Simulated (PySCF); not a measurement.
Start geometry of MnO3Cl, `[O]=[Mn](=[O])(=[O])[Cl]` from GFN2-xTB (Å):
```
atom  x, y, z in Å
O1    -0.5183    1.2693   -0.5690
Mn2   -0.1214    0.0123    0.0222
O3    -0.8874   -1.1183   -0.5511
O4    -0.1882    0.0523    1.4896
Cl5    1.7488   -0.2496   -0.4296
```

Task: What comes out of this run: PySCF, PBE0-D3(BJ)/def2-SVP geometry optimisation, gas phase?

Result: 
```
atom  x, y, z in Å
O1    -0.5094    1.3432   -0.6560
Mn2   -0.1337    0.0162    0.0153
O3    -0.8888   -1.1585   -0.6170
O4    -0.3623    0.0758    1.5307
Cl5    1.9284   -0.3106   -0.3108
```

The energy falls by 0.922 eV over 10 energy and gradient evaluations, the largest force component goes from 0.1243 to 3.0e-04 Eh/bohr, and the atoms move by 0.095 Å rms after alignment. The bond that changes most is Mn2–Cl5 (ends: manganese bonded to Cl and 3 O; chlorine bonded to Mn), which lengthens by 0.171 Å. Bonds longer at the end by more than 0.005 Å: 4 of 4; shorter: 0. Rotational constants go from 5360, 2966, 2932 to 4930, 2548, 2547 MHz. The orientation of the end geometry is arbitrary; only internal coordinates are fixed.

The run used 91 basis functions and 92 SCF cycles in all.

PBE0-D3(BJ)/def2-SVP frequencies: not computed here.
The closed-shell solution of the metal species wasn't tested for stability.
